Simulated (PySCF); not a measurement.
A GIAO shielding run with PySCF (density fitting, non-relativistic, gas phase) on `[BH3-][O+](C)C(F)F`, C$_{2}$H$_{7}$BF$_{2}$O:

```
$ OMP_NUM_THREADS=1 python probes_run.py task.json out

{"job": {"kind": "nmr", "xc": "OPBE", "basis": "pcSseg-1", "pop": false}, "charge": 0, "multiplicity": 1}
B     -0.620311    -0.739716    -1.287466
O      0.008444     0.336585    -0.102829
C     -0.824033     0.434560     1.055620
C      1.376306     0.345782     0.157682
F      1.775772    -0.856941     0.565288
F      2.007156     0.663053    -0.954246
H      0.313082    -0.883541    -2.044966
H     -1.553992    -0.080290    -1.705058
H     -0.919250    -1.714144    -0.619026
H     -0.538280     1.326360     1.632061
H     -0.735188    -0.477454     1.662133
H     -1.846743     0.535998     0.679436
H      1.584856     1.088763     0.947680
```

Hardware: 1 thread of an Arm Neoverse V1, shared host.

(1) How large is the calculation?

(2) How long does it take, and how much memory does it need?

(3) And these other runs on the same molecule and hardware: GIAO shielding at B3LYP/pcSseg-1; GIAO shielding at B97-D/pcSseg-1; GIAO shielding at BLYP/pcSseg-1; GIAO shielding at BP86/pcSseg-1; GIAO shielding at HF/pcSseg-1; GIAO shielding at KT2/pcSseg-1?

Results:

(1) 50 electrons, 137 basis functions and 707 auxiliary functions.

(2) 17 s of wall time, with 14 SCF cycles; peak memory 0.7 GiB. Times on a shared host scatter by some tens of per cent.

(3) B3LYP/pcSseg-1: 137 functions, 11 s; B97-D/pcSseg-1: 137 functions, 17 s; BLYP/pcSseg-1: 137 functions, 17 s; BP86/pcSseg-1: 137 functions, 17 s; HF/pcSseg-1: 137 functions, 5.3 s; KT2/pcSseg-1: 137 functions, 17 s.
